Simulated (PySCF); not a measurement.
Species: C₆H₁₀FP.
SMILES: `CCC1=C(F)CPC1`

Theory: TDDFT CAM-B3LYP/def2-SVPD, vertical, gas phase, core orbitals frozen in the response in PySCF. Isolated species at its GFN2-xTB geometry (one conformer only).

Broadening: Gaussians 0.4 eV wide at half height, area fixed by f = 4.319×10⁻⁹ ∫ε dν̃. The width is an assumption, not a result. The curve ends short of the highest state used, and states not computed would add to its high-energy end.

(λ (nm), ε (L mol⁻¹ cm⁻¹)): (180.8, 10990), (182.8, 9940), (184.7, 8471), (186.7, 6616), (188.6, 4815), (190.6, 3166), (192.6, 1971), (194.5, 1299), (196.5, 991), (198.4, 927), (200.4, 943), (202.3, 932), (204.3, 844), (206.2, 697), (208.2, 514), (210.2, 342), (212.1, 212), (214.1, 117), (216.0, 61), (218.0, 29), (219.9, 13), (221.9, 5), (223.9, 2), (225.8, 1)

Problem. Locate the maxima and give the states behind the curve.

Solution. 201 nm (6.17 eV), ε about 950, made up of S1 (14%) and S2 (80%) (hardly more than a shoulder) (ε in L mol⁻¹ cm⁻¹; maxima over ε = 5, shares over 10%). At its high-energy end, 6.86 eV, the curve is still rising (ε about 11000, from S4 and S5). The states used: S1 6.09 eV (f 0.0022); S2 6.15 eV (f 0.011); S3 6.64 eV (f 0.035); S4 6.78 eV (f 0.072); S5 7.00 eV (f 0.111); S6 7.26 eV (f 0.028); S7 7.38 eV (f 0.151); S8 7.46 eV (f 0.054).

Problem. What would ε be at 6.17 eV, the highest of these maxima, with half the width (0.2 eV)?

Solution. About 1660 L mol⁻¹ cm⁻¹ against 946, a factor of about 1.8; a lone state at its own centre would give exactly 2.

Problem. On this curve, what absorbance would a 10⁻⁵ mol/L sample give at 222 nm over a 1 cm path?

Solution. 222 nm is 5.585 eV, where ε is about 5 L mol⁻¹ cm⁻¹, so A = ε c l ≈ 5e-05 (Beer–Lambert, with the gas-phase spectrum and the assumed width).

Problem. Coming from long wavelengths, where does ε first pass 100 L mol⁻¹ cm⁻¹?

Solution. At about 215 nm (5.78 eV), 0.31 eV below S1.
